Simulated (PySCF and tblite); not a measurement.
The numbers below are computed, except where a source is named.
System: C5H6S2, numbered as in [CH3:1][S:2][C:3]1=[CH:4][CH2:5][C:6]1=[S:7].

Motion: rotation about the C3–S2 bond (torsion C4–C3–S2–C1 from -180° to 0°, rising). GFN2-xTB gives an electronic barrier of 5.5 kcal/mol and a reaction energy of 0.8 kcal/mol.

PBE0/pcSseg-1 + D3(BJ) on GFN2-xTB geometries gives 2.7 kcal/mol and k(298 K) = 1.5×10¹¹ s⁻¹.

Q: What does PBE0/IGLO-II + D3(BJ) give on GFN2-xTB geometries?

A: A barrier of 3.0 kcal/mol, 0.3 above the first DFT barrier (from unrounded values), a reaction energy of -1.0 kcal/mol and, with GFN2-xTB thermal terms, ΔG‡(298 K) = 2.9 kcal/mol and k = 9.4×10¹⁰ s⁻¹ (2 equivalent paths).

Programs: tblite and PySCF.
